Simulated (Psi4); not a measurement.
CH₄BeSSe (SMILES C[S][Be][SeH]), singlet, at a GFN2-xTB geometry (such geometries of metal compounds can be far from the true shape); CAM-B3LYP/def2-TZVPD (Psi4).

Psi4 was given this input:
```
memory 2 GB

molecule mol {
0 1
Be    0.091847   -0.237647   -0.183031
S    -0.397225   -1.436249   -1.563399
C    -2.178279   -1.311463   -1.985001
H    -2.771797   -1.661078   -1.148233
H    -2.321884   -1.959200   -2.843747
H    -2.429381   -0.288671   -2.239238
Se    0.763327    1.039283    1.218207
H     0.627814    0.372668    2.468690
}

set {
  basis def2-tzvpd
  reference rks
}

energy('cam-b3lyp')
print_variables()
```

It wrote (shortened):

```
   => Loading Basis Set <=

    Name: DEF2-TZVPD
    Role: ORBITAL
    Keyword: BASIS

         ---------------------------------------------------------
                                   SCF
               by Justin Turney, Rob Parrish, Andy Simmonett
                          and Daniel G. A. Smith
                              RKS Reference
         ---------------------------------------------------------

  ==> Geometry <==

    Molecular point group: c1
    Full point group: C1

    Geometry (in Angstrom), charge = 0, multiplicity = 1:

       Center              X                  Y                   Z               Mass
    ------------   -----------------  -----------------  -----------------  -----------------
         BE          -0.025302493039    -0.352249808423    -0.315273728627     9.012183065000
         S           -0.514374493039    -1.550851808423    -1.695641728627    31.972071174400
         C           -2.295428493039    -1.426065808423    -2.117243728627    12.000000000000
         H           -2.888946493039    -1.775680808423    -1.280475728627     1.007825032230
         H           -2.439033493039    -2.073802808423    -2.975989728627     1.007825032230
         H           -2.546530493039    -0.403273808423    -2.371480728627     1.007825032230
         SE           0.646177506961     0.924680191577     1.085964271373    79.916521800000
         H            0.510664506961     0.258065191577     2.336447271373     1.007825032230

  Running in c1 symmetry.

  Rotational constants: A =      0.54915  B =      0.03121  C =      0.02989 [cm^-1]
  Rotational constants: A =  16463.07821  B =    935.68581  C =    896.17890 [MHz]
  Nuclear repulsion =  229.579114378183647

  Charge       = 0
  Multiplicity = 1
  Electrons    = 64
  Nalpha       = 32
  Nbeta        = 32

  ==> Algorithm <==

  SCF Algorithm Type is DF.
  DIIS enabled.
  MOM disabled.
  Fractional occupation disabled.
  Guess Type is SAD.
  Energy threshold   = 1.00e-06
  Density threshold  = 1.00e-06
  Integral threshold = 1.00e-12

  ==> Primary Basis <==

  Basis Set: DEF2-TZVPD
    Blend: DEF2-TZVPD
    Number of shells: 78
    Number of basis functions: 198
    Number of Cartesian functions: 219
    Spherical Harmonics?: true
    Max angular momentum: 3

  ==> DFT Potential <==

   => LibXC <=

    Version 7.1.2
    S. Lehtola, C. Steigemann, M. J. T. Oliveira, and M. A. L. Marques,  SoftwareX 7, 1–5 (2018) (10.1016/j.softx.2017.11.002)

[...]
   @DF-RKS iter   3: -2855.19612867854812   -8.76733e-01   4.09420e-04 ADIIS/DIIS
   @DF-RKS iter   4: -2855.19828267694493   -2.15400e-03   2.22257e-04 ADIIS/DIIS
   @DF-RKS iter   5: -2855.19927871929576   -9.96042e-04   2.96324e-05 DIIS
   @DF-RKS iter   6: -2855.19930013579688   -2.14165e-05   9.68214e-06 DIIS
   @DF-RKS iter   7: -2855.19930276291598   -2.62712e-06   3.68963e-06 DIIS
   @DF-RKS iter   8: -2855.19930311685857   -3.53943e-07   6.25353e-07 DIIS
  Energy and wave function converged.

  ==> Post-Iterations <==

   Electrons on quadrature grid:
      Ntotal   =   64.0000215536 ; deviation = 2.155e-05

    Orbital Energies [Eh]
    ---------------------

    Doubly Occupied:

[...]
    Virtual:

[...]
     198A     22.334612

    Final Occupation by Irrep:
              A
    DOCC [    32 ]
    NA   [    32 ]
    NB   [    32 ]

  @DF-RKS Final Energy: -2855.19930311685857

   => Energetics <=

    Nuclear Repulsion Energy =            229.5791143781836467
    One-Electron Energy =               -4424.8027806149948447
    Two-Electron Energy =                1434.8821638938950400
    DFT Exchange-Correlation Energy =     -94.8578007739423299
    Empirical Dispersion Energy =           0.0000000000000000
    VV10 Nonlocal Energy =                  0.0000000000000000
    Total Energy =                      -2855.1993031168585730

Computation Completed

Properties will be evaluated at   0.000000,   0.000000,   0.000000 [a0]

Properties computed using the SCF density matrix

 Multipole Moments:

 ------------------------------------------------------------------------------------
     Multipole            Electronic (a.u.)      Nuclear  (a.u.)        Total (a.u.)
 ------------------------------------------------------------------------------------

 L = 1.  Multiply by 2.5417464519 to convert [e a0] to [Debye]
 Dipole X            :         13.4423037          -14.1683795           -0.7260759
 Dipole Y            :         13.7380477          -13.8603640           -0.1223163
 Dipole Z            :         16.0103360          -15.9937701            0.0165660
 Magnitude           :                                                    0.7364930

 ------------------------------------------------------------------------------------

  Variable Map:
  ----------------------------------------------------------------------------
[...]
  Array Variable Map:
  ----------------------------------------------------------------------------
[...]
[...]
```
